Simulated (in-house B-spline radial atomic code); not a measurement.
**RPA and G0W0 on LC-wPBE: the antimony ion Sb³⁺**

Configuration [Kr] 4d10 5s2, mean-field start LC-wPBE. Computed with a B-spline radial code for spherical atoms: all electrons, scalar-relativistic (spin-free one-electron X2C), finite nucleus, each spin shell either full or empty, empty states to l = 9 with an (l + 1/2)⁻⁴ tail; G0W0 by contour deformation at full frequency.

Command:
```bash
python run_gw.py task.json out
```
Settings (radii: box in bohr, nucleus in fm):
```
Z                        51
electrons                48
configuration            [Kr] 4d10 5s2
hamiltonian              x2c
method                   lc_wpbe
lmax                     9
rms_radius               4.6802
spin_polarised           False
box_radius               14.14
intervals                68
ion_configuration        [Kr] 4d10 5s1
```

Run time, properties included: 15 s on 1 thread of Arm Neoverse N1 (shared host).

Energies (hartree):

| term | value |
| --- | --- |
| mean-field total | -6478.49454 |
| Hartree-Fock functional on these orbitals | -6476.22193 |
| direct second order | -4.2326 |
| second-order exchange | 1.163 |
| SOSEX correction | 1.0874 |

(1) What is the RPA correlation energy, and what remains with SOSEX?

Quasi-particle levels (eV):

```json
{"level": "5s", "occupied": "yes", "mean field": "-42.68", "Σx - vxc": "0.82", "Σc": "?", "QP weight": "?", "G0W0": "?"}
{"level": "5p", "occupied": "no", "mean field": "-25.187", "Σx - vxc": "1.56", "Σc": "-1.30", "QP weight": "0.970", "G0W0": "-24.933"}
```

G0W0 = mean field + (Σx - vxc) + Σc, with Σc (partial-wave tail included) taken at the quasi-particle energy. Only the outer levels were computed. Levels of low weight are left out.

(2) Where does G0W0 put 5s?

(3) What does it cost to remove one electron (to [Kr] 4d10 5s1) by differences of total energies, each species on its own start (correlation terms add to the Hartree-Fock functional)?

## Answers

(1) RPA gives -3.7434 hartree (-2.12 eV per electron); RPA + SOSEX gives -2.656, and the second-order doubles -3.0695 hartree (no singles). RPA lacks exchange-type terms and so overcorrelates at short range.

(2) At -44.01 eV, with Σc = -2.16 eV and a quasi-particle weight of 0.968. The tabulated removal energy is 43.804 ± 0.025 eV (NIST, measured); the calculation leaves out spin-orbit coupling, Breit and QED terms, and what these don't explain is the method's own error.

(3) LC-wPBE 43.48 eV, Hartree-Fock functional 41.58 eV, + RPA 43.78 eV, + RPA + SOSEX 43.31 eV, + second order 44.37 eV. Tabulated: 43.804 ± 0.025 eV (NIST, measured); the calculation leaves out spin-orbit coupling, Breit and QED terms, and what these don't explain is the method's own error.
